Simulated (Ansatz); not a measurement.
CH7OSbSi (`C[O][SbH][SiH3]`). Total charge 0; spin multiplicity 1. Sb: def2 effective core potential. The structure was optimised at the PBE0-D4/def2-TZVP level. It is one conformer, not always the lowest.

```xyz
11

C     0.340    2.254   -0.011
O     0.547    0.873   -0.164
Sb   -0.138   -0.305    1.274
Si    0.020   -2.351   -0.288
H    -0.721    2.525   -0.105
H     0.705    2.634    0.954
H     0.892    2.766   -0.805
H    -1.805   -0.126    0.868
H    -0.558   -2.041   -1.620
H     1.444   -2.751   -0.439
H    -0.727   -3.478    0.335
```

(1) What is the dipole moment at PBE/def2-TZVPP? (Best estimate.)

(2) And with r2SCAN, B3LYP, ωB97M-V? (Estimate.)

(3) Give the Mulliken charges with PBE, B3LYP, ωB97M-V in def2-TZVPP. (An estimate is asked.)

## Answers

(1) Ansatz gave: 1.03 D, with components (-0.33, 0.23, 0.95) D in this frame, pointing from negative to positive charge.

(2) Computed: r2SCAN 1.01 D, B3LYP 1.15 D, ωB97M-V 1.12 D.

(3) The calculation gave: 
```json
{"atom": "C1", "PBE": "-0.14", "B3LYP": "-0.12", "ωB97M-V": "-0.18"}
{"atom": "O2", "PBE": "-0.45", "B3LYP": "-0.53", "ωB97M-V": "-0.51"}
{"atom": "Sb3", "PBE": "0.48", "B3LYP": "0.54", "ωB97M-V": "0.43"}
{"atom": "Si4", "PBE": "0.06", "B3LYP": "0.12", "ωB97M-V": "0.05"}
{"atom": "H5", "PBE": "0.09", "B3LYP": "0.09", "ωB97M-V": "0.11"}
{"atom": "H6", "PBE": "0.08", "B3LYP": "0.08", "ωB97M-V": "0.11"}
{"atom": "H7", "PBE": "0.10", "B3LYP": "0.10", "ωB97M-V": "0.11"}
{"atom": "H8", "PBE": "-0.11", "B3LYP": "-0.13", "ωB97M-V": "-0.08"}
{"atom": "H9", "PBE": "-0.03", "B3LYP": "-0.05", "ωB97M-V": "-0.01"}
{"atom": "H10", "PBE": "-0.04", "B3LYP": "-0.05", "ωB97M-V": "-0.01"}
{"atom": "H11", "PBE": "-0.04", "B3LYP": "-0.06", "ωB97M-V": "-0.02"}
```

B3LYP here is the variant with VWN-RPA as its local correlation; programs differ in this.
